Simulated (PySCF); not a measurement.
## Radial density of Ni (nickel, neutral)

r2SCAN0, [Ar] 3d9 4s1, high-spin 3D determinant (an excited configuration). Calculation: PySCF 2.14, in aug-cc-pwCVTZ (10s9p7d4f3g, 127 functions); no relativity, point nucleus.

| r (bohr) | 4πr²ρ (e/bohr) | 4πr²(ρα − ρβ) |
| --- | --- | --- |
| 0.000960 | 0.1638 | 0.0000 |
| 0.00161 | 0.4466 | 0.0001 |
| 0.00271 | 1.188 | 0.0003 |
| 0.00457 | 3.031 | 0.0008 |
| 0.00768 | 7.204 | 0.0020 |
| 0.0129 | 15.22 | 0.0040 |
| 0.0217 | 26.45 | 0.0063 |
| 0.0365 | 33.65 | 0.0056 |
| 0.0615 | 29.19 | 0.0002 |
| 0.103 | 28.56 | 0.0127 |
| 0.174 | 38.24 | 0.0920 |
| 0.293 | 22.63 | 0.3516 |
| 0.492 | 18.01 | 0.8895 |
| 0.828 | 17.19 | 0.8359 |
| 1.39 | 4.905 | 0.4701 |
| 2.34 | 1.127 | 0.4468 |
| 3.94 | 0.2636 | 0.2005 |
| 6.63 | 0.01639 | 0.0151 |
| 11.1 | 8.631e-05 | 0.0001 |
